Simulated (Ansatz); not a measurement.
`[CH3][Al]([OH])[Br]` + HBr → `[OH][Al]([Br])[Br]` + CH₄  (ligand exchange at the Al–C bond)

Isolated molecules relaxed with PBE0-D4/def2-TZVP in Ansatz; ΔE leaves out vibrations. CCSD(T)/CBS adds triple-zeta CCSD(T) − MP2 to the extrapolated MP2 energy (def2 sets, frozen cores). This one scheme is used for every species. Functionals use def2-TZVPP. For Br outer-core shells are correlated without core-valence functions, which leaves a few kJ/mol of doubt a bond. Scalar relativity is left out up to krypton. Each species was taken in one conformer, which may not be the lowest.

Problem. Is it downhill or uphill in electronic energy at CCSD(T)/CBS, and by how much? (Best estimate.)

Solution. Ansatz gave: Downhill: ΔE = -154.6 kJ/mol.

Problem. What do these levels give: PBE-D4, revPBE-D4, PBE, BLYP, BHLYP, MP2/def2-QZVPP? (An estimate is asked.)

Solution. The calculation gave: PBE-D4 -144.8, revPBE-D4 -146.0, PBE -144.0, BLYP -144.8, BHLYP -156.5, MP2/def2-QZVPP -158.7 kJ/mol.

Largest T1 diagnostic among the species: 0.009.

Leaving LDA and LC-ωPBE aside and taking each functional with its dispersion term where it has one, the values, not all of them listed here, spread over 14.5 kJ/mol, from BHLYP-D4 to PBE-D4. LDA lies +6.0 kJ/mol from PBE without D4. From BLYP to BHLYP (50 % exact exchange), in def2-TZVPP and without D4, ΔE moves by −11.7 kJ/mol.
